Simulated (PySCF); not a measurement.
# Telling isomers of C5H9NOSi apart by NMR

- PBE0/pcSseg-1 with gauge-including orbitals
- coordinates at the GFN2-xTB level
- program: PySCF
- one computed conformer, equivalent nuclei averaged, in vacuum, relativity neglected

Referencing at the same level of theory: TMS for 1H (σref 31.72) and 13C (σref 186.93). Where no couplings were computed, multiplicities follow the n + 1 count of equivalent neighbours, and m marks all less simple cases (inequivalent or close neighbours, rings, F or P nearby). Shifts are as computed. Against solution values, carbons near 30 ppm lie about +3 ppm off and those near 130 ppm about +5 ppm. Of 1211 compounds with measured shifts, 218 miss one by over three times the rms of a fit or turn the order of signals round; such compounds aren't used in these exercises.

(1) Tabulate the signals of `C[Si](C)(C=O)CC#N`, `N#C[C@H]1CC[SiH2]OC1` and their relative energies.

(2) What is the quickest way to tell C[Si](C)(C=O)CC#N from N#C[C@H]1CC[SiH2]OC1?

Answers

(1) 
| SMILES | carbon types | δC | δH | E rel. (kcal/mol) |
| --- | --- | --- | --- | --- |
| C[Si](C)(C=O)CC#N | 1×C 1×CH 1×CH2 2×CH3 | 247.8, 121.5, 0.5, -6.8 | 12.27 (s, 1H), 1.53 (s, 2H), 0.49 (s, 6H) | 13.0 |
| N#C[C@H]1CC[SiH2]OC1 | 1×C 1×CH 3×CH2 | 124.3, 69.9, 31.6, 31.5, 12.6 | 5.06 (m, 1H), 4.82 (m, 1H), 4.44 (m, 1H), 3.90 (m, 1H), 2.60 (m, 1H), 2.32 (m, 1H), 1.83 (m, 1H), 1.00 (m, 1H), 0.72 (m, 1H) | 0.0 |

Energies are electronic energies at PBE0/pcSseg-1 on these geometries, without zero-point or thermal terms, each for the one conformer computed, which needn't be the lowest.

(2) Count the carbon signals: 4 against 5. The first has a carbonyl carbon (CH) at 247.8 ppm, the second an sp3 CH2 bonded to O at 69.9 ppm. Their most deshielded carbons lie at 247.8 and 124.3 ppm. In the proton spectra the most deshielded non-exchanging signals are 12.27 (s, 1H) and 5.06 (m, 1H).
